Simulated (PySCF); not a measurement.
Simulation results for BClH$_{3}$OSi, B$_{2}$H$_{4}$OSi, AlB$_{3}$H$_{4}$, AlB$_{2}$ClH$_{2}$ and others

Computed with PySCF 2.14.0. Calculation on a computer-drawn molecule: optimised geometry and harmonic frequencies of an isolated molecule of the commonest isotopes, restricted reference for singlets and unrestricted otherwise, frozen core in MP2.

Common to all runs: charge 0; basis cc-pV(D+d)Z.

```json
{"entry": 1, "formula": "BClH3OSi", "start_structure": {"atoms_angstrom": [["B", -1.028, -2.8876, -1.7682], ["O", -0.3436, -2.8339, -0.5972], ["Si", -0.6082, -2.2117, 0.9057], ["Cl", -1.2764, -3.7238, 2.1463], ["H", -2.1187, -2.386, -1.8528], ["H", -0.5114, -3.436, -2.7002], ["H", -1.6549, -1.1695, 0.8504]]}, "given": {"multiplicity": 2, "method": "MP2", "drawn_bonds_atom": [1, 2, 3, 1, 1, 3], "drawn_bonds_other_atom": [2, 3, 4, 5, 6, 7], "drawn_bonds_order": [1, 1, 1, 1, 1, 1]}, "results": {"optimised_atom_element": ["B", "O", "Si", "Cl", "H", "H", "H"], "optimised_atom_x [angstrom]": [-1.01, -0.3576, -0.6681, -1.115, -1.963, -0.5917, -1.836], "optimised_atom_y [angstrom]": [-2.853, -3.001, -2.225, -3.653, -2.112, -3.483, -1.32], "optimised_atom_z [angstrom]": [-1.777, -0.5793, 0.8866, 2.299, -1.867, -2.716, 0.7385], "modes_frequency [cm^-1]": [38.24, 191.4, 231.6, 302.8, 561.3, 716.1, 733.6, 793.3, 1030, 1087, 1218, 1347, 2246, 2610, 2710], "modes_reduced_mass [dalton]": [3.376, 2.708, 2.652, 1.786, 12.23, 1.211, 4.336, 1.221, 1.383, 1.354, 1.911, 2.023, 1.043, 1.051, 1.129], "rotational_constants [GHz]": [14.07, 2.305, 2.107], "total_energy [hartree]": -850.3059, "spin_squared": 0.7537, "convergence_status_largest_gradient_component [hartree/bohr]": 1.943e-05}}
{"entry": 2, "formula": "B2H4OSi", "start_structure": {"atoms_angstrom": [["B", 0.2381, -2.3732, 1.235], ["O", 0.6744, -1.1762, 0.986], ["Si", 1.2424, 0.2851, 0.795], ["B", 1.5794, 1.3203, -0.7794], ["H", -0.9938, -2.505, 1.343], ["H", 0.8898, -3.2704, 1.2978], ["H", 2.7372, 1.5538, -1.034], ["H", 0.8317, 2.3052, -1.014]]}, "given": {"multiplicity": 1, "method": "HF", "drawn_bonds_atom": [1, 2, 3, 1, 1, 4, 4], "drawn_bonds_other_atom": [2, 3, 4, 5, 6, 7, 8], "drawn_bonds_order": [1, 1, 1, 1, 1, 1, 1]}, "results": {"optimised_atom_element": ["B", "O", "Si", "B", "H", "H", "H", "H"], "optimised_atom_x [angstrom]": [0.2587, 0.7521, 1.369, 1.542, -0.9329, 1.016, 2.546, 0.6476], "optimised_atom_y [angstrom]": [-2.162, -0.9143, 0.5851, 1.217, -2.325, -3.094, 1.034, 1.798], "optimised_atom_z [angstrom]": [1.036, 1.071, 1.441, -0.5159, 1.05, 0.9757, -1.154, -1.075], "modes_frequency [cm^-1]": [77.2, 88.84, 196.4, 210.1, 233.8, 488.8, 596.0, 686.6, 924.4, 1060, 1133, 1237, 1318, 1441, 2645, 2658, 2719, 2725], "modes_reduced_mass [dalton]": [3.289, 3.294, 4.498, 1.046, 1.072, 1.22, 4.858, 6.995, 1.495, 1.324, 1.357, 1.158, 1.304, 4.3, 1.054, 1.048, 1.122, 1.13], "rotational_constants [GHz]": [13.46, 3.758, 3.094], "total_energy [hartree]": -415.4847, "convergence_status_largest_gradient_component [hartree/bohr]": 3.817e-05}}
{"entry": 3, "formula": "AlB3H4", "start_structure": {"atoms_angstrom": [["B", -2.3522, 0.7802, 0.0583], ["B", -1.8847, -0.5944, -0.5482], ["B", -2.0176, -1.5334, -1.8075], ["Al", -2.1166, -1.9855, 1.1891], ["H", -3.316, 0.9129, 0.7494], ["H", -1.8045, 1.7442, -0.0981], ["H", -2.811, -2.4873, -1.8847], ["H", -1.2724, -1.3896, -2.7218]]}, "given": {"multiplicity": 1, "method": "HF", "drawn_bonds_atom": [1, 2, 2, 1, 1, 3, 3], "drawn_bonds_other_atom": [2, 3, 4, 5, 6, 7, 8], "drawn_bonds_order": [1, 1, 1, 1, 1, 1, 1]}, "results": {"optimised_atom_element": ["B", "B", "B", "Al", "H", "H", "H", "H"], "optimised_atom_x [angstrom]": [-2.481, -2.107, -2.108, -1.449, -3.595, -1.639, -3.076, -1.121], "optimised_atom_y [angstrom]": [0.7839, -0.7494, -1.534, -2.063, 1.084, 1.646, -2.142, -1.579], "optimised_atom_z [angstrom]": [0.03445, -0.3898, -1.823, 1.38, 0.381, 0.07136, -2.204, -2.513], "modes_frequency [cm^-1]": [123.5, 124.7, 190.9, 320.9, 372.3, 447.2, 539.8, 767.9, 768.6, 961.5, 1016, 1101, 1249, 1272, 2633, 2642, 2700, 2703], "modes_reduced_mass [dalton]": [4.062, 3.167, 2.02, 1.02, 8.324, 1.07, 1.146, 1.844, 3.802, 1.368, 1.451, 2.309, 1.21, 1.657, 1.055, 1.056, 1.12, 1.121], "rotational_constants [GHz]": [7.108, 3.911, 2.635], "total_energy [hartree]": -318.2015, "convergence_status_largest_gradient_component [hartree/bohr]": 2.761e-05}}
{"entry": 4, "formula": "AlB2ClH2", "start_structure": {"atoms_angstrom": [["B", 0.3315, -1.1256, 0.1124], ["B", 1.6459, -1.1129, -0.7648], ["Al", 2.918, -1.9299, -2.3592], ["Cl", 3.2042, -0.2828, -0.836], ["H", -0.6227, -0.3418, -0.2253], ["H", 0.1524, -1.755, 1.0081]]}, "given": {"multiplicity": 1, "method": "HF", "drawn_bonds_atom": [1, 2, 2, 1, 1], "drawn_bonds_other_atom": [2, 3, 4, 5, 6], "drawn_bonds_order": [1, 1, 1, 1, 1]}, "results": {"optimised_atom_element": ["B", "B", "Al", "Cl", "H", "H"], "optimised_atom_x [angstrom]": [0.3783, 1.8, 2.652, 3.139, -0.558, 0.2183], "optimised_atom_y [angstrom]": [-1.065, -1.097, -2.258, 0.04611, -0.3925, -1.782], "optimised_atom_z [angstrom]": [0.05132, -0.8327, -2.579, -0.4143, -0.2952, 1.005], "modes_frequency [cm^-1]": [89.57, 146.4, 226.5, 325.0, 402.9, 652.8, 686.0, 984.2, 1016, 1270, 2653, 2718], "modes_reduced_mass [dalton]": [10.49, 4.123, 2.607, 1.046, 7.561, 1.58, 7.575, 3.817, 1.578, 1.288, 1.057, 1.121], "rotational_constants [GHz]": [5.129, 3.065, 1.95], "total_energy [hartree]": -751.9159, "convergence_status_largest_gradient_component [hartree/bohr]": 1.882e-05}}
{"entry": 5, "formula": "AlB2ClH3", "start_structure": {"atoms_angstrom": [["B", 0.8204, 1.7491, 0.4336], ["B", 1.2786, 0.3518, 0.1804], ["Al", 1.8527, -1.4739, -0.3064], ["Cl", 2.0481, -2.1478, -2.2267], ["H", 0.5, 2.5608, -0.3833], ["H", 0.5945, 2.2641, 1.5791], ["H", 2.2964, -2.6639, 0.6532]]}, "given": {"multiplicity": 2, "method": "HF", "drawn_bonds_atom": [1, 2, 3, 1, 1, 3], "drawn_bonds_other_atom": [2, 3, 4, 5, 6, 7], "drawn_bonds_order": [1, 1, 1, 1, 1, 1]}, "results": {"optimised_atom_element": ["B", "B", "Al", "Cl", "H", "H", "H"], "optimised_atom_x [angstrom]": [0.7527, 1.258, 1.908, 2.06, 0.4758, 0.6486, 2.288], "optimised_atom_y [angstrom]": [1.856, 0.3469, -1.597, -2.147, 2.63, 2.22, -2.669], "optimised_atom_z [angstrom]": [0.4708, 0.1251, -0.3035, -2.345, -0.4063, 1.612, 0.7768], "modes_frequency [cm^-1]": [89.38, 146.7, 210.6, 253.9, 443.7, 481.8, 545.0, 634.2, 716.7, 930.4, 1055, 1265, 2036, 2658, 2728], "modes_reduced_mass [dalton]": [4.719, 3.179, 1.119, 2.661, 6.379, 1.273, 6.912, 1.459, 1.388, 1.354, 3.048, 1.443, 1.043, 1.056, 1.121], "rotational_constants [GHz]": [12.29, 1.711, 1.502], "total_energy [hartree]": -752.5314, "spin_squared": 0.7569, "convergence_status_largest_gradient_component [hartree/bohr]": 3.863e-05}}
{"entry": 6, "formula": "AlB2ClH3", "start_structure": {"atoms_angstrom": [["B", 0.7527, 1.8563, 0.4708], ["B", 1.2579, 0.3468, 0.1251], ["Al", 1.9079, -1.5974, -0.3035], ["Cl", 2.0598, -2.1468, -2.3452], ["H", 0.4758, 2.6301, -0.4063], ["H", 0.6486, 2.2204, 1.6122], ["H", 2.288, -2.6692, 0.7768]]}, "given": {"multiplicity": 2, "method": "MP2", "drawn_bonds_atom": [1, 2, 3, 1, 1, 3], "drawn_bonds_other_atom": [2, 3, 4, 5, 6, 7], "drawn_bonds_order": [1, 1, 1, 1, 1, 1]}, "results": {"optimised_atom_element": ["B", "B", "Al", "Cl", "H", "H", "H"], "optimised_atom_x [angstrom]": [0.7545, 1.257, 1.91, 2.053, 0.4768, 0.6499, 2.289], "optimised_atom_y [angstrom]": [1.851, 0.3486, -1.603, -2.128, 2.627, 2.217, -2.672], "optimised_atom_z [angstrom]": [0.4668, 0.1281, -0.3027, -2.344, -0.4175, 1.615, 0.7838], "modes_frequency [cm^-1]": [81.19, 156.4, 206.7, 224.2, 435.0, 465.0, 545.6, 578.2, 680.9, 861.8, 1046, 1207, 2007, 2607, 2687], "modes_reduced_mass [dalton]": [4.49, 3.016, 1.119, 2.333, 5.698, 1.291, 5.2, 1.808, 1.387, 1.365, 1.99, 1.919, 1.043, 1.057, 1.121], "rotational_constants [GHz]": [12.1, 1.725, 1.51], "total_energy [hartree]": -752.8606, "spin_squared": 0.7569, "convergence_status_largest_gradient_component [hartree/bohr]": 4.638e-05}}
```
